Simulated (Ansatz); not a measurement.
Gas-phase electronic energies from Ansatz, PBE0-D4/def2-TZVP geometries. CCSD(T)/CBS is the MP2 limit (def2-TZVPP, def2-QZVPP) plus CCSD(T) − MP2 in def2-TZVPP, frozen cores. DFT in def2-TZVPP. HSE06 is defined as in plane-wave codes. For As outer-core shells are correlated without core-valence functions, which leaves a few kJ/mol of doubt a bond. Scalar relativity is left out up to krypton. One conformer a species, not always the lowest.

Consider the isomerisation: `O[AsH][SiH3]` → `[SiH3]O[AsH2]`.

CCSD(T)/CBS gives -69.2 kJ/mol.

Question: Another level gave -48.5 kJ/mol. Which?
A. HSE06/def2-TZVPP
B. CCSD(T)/def2-TZVPP
C. PBE/def2-TZVPP
D. CAM-B3LYP-D4/def2-TZVPP

Answer: C. PBE -48.5, CCSD(T)/def2-TZVPP -71.7, CAM-B3LYP-D4 -75.9, HSE06 -55.3 kJ/mol.

Largest T1 diagnostic among the species: 0.012.

From BLYP to BHLYP (50 % exact exchange), in def2-TZVPP and without D4, ΔE moves by −15.1 kJ/mol. At CCSD(T), def2-SVP lies −3.6 kJ/mol from the extrapolated value and def2-TZVPP −2.4 kJ/mol. Leaving LDA and LC-ωPBE aside and taking each functional with its dispersion term where it has one, the values, not all of them listed here, spread over 30.1 kJ/mol, from BHLYP-D4 to PBE-D4. LDA lies −3.1 kJ/mol from PBE without D4.
